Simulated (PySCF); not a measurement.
**Polarisability and C₆ of Xe⁺ (xenon, charge +1)**

[Kr] 4d10 5s2 5p5, 2P determinant. Computed with PySCF 2.14 in aug-cc-pV5Z-PP with ECP28MDF (8s8p6d4f3g2h, 139 functions), with a scalar-relativistic core potential. Coupled (time-dependent) response in atomic units; α is the mean over directions.

```tsv
method	mean α (bohr³)	α xx, yy, zz	C₆ (like pair)	S(−4)
M06-L	18.62	17.77, 19.04, 19.04	165.3	53.96
```

S(−4) is the Cauchy moment in α(ω) = α(0) + S(−4) ω² + …

Spin-orbit coupling is absent.

α(iu) at M06-L:

| u (hartree) | α(iu) (bohr³) |
| --- | --- |
| 0 | 18.62 |
| 0.0500 | 18.48 |
| 0.100 | 18.10 |
| 0.200 | 16.71 |
| 0.300 | 14.87 |
| 0.500 | 11.15 |
| 0.750 | 7.692 |
| 1.00 | 5.501 |
| 1.50 | 3.205 |
| 2.00 | 2.133 |
| 3.00 | 1.189 |
| 5.00 | 0.5541 |

A single London oscillator, α(iu) = α/(1 + u²/ω²), gives C₆ = (3/4) ω α². Matching the computed C₆ needs ω = 4 × 165.3 / (3 × 18.62²) = 0.636 hartree.

For an ion, C₆ is the dispersion term alone; charge-induced terms of lower order in 1/R come first.

The components differ because the open shell of this determinant is not spherical; for a pure term their mean is the scalar polarisability.

Energies and moments cover only the electrons outside the core potential.
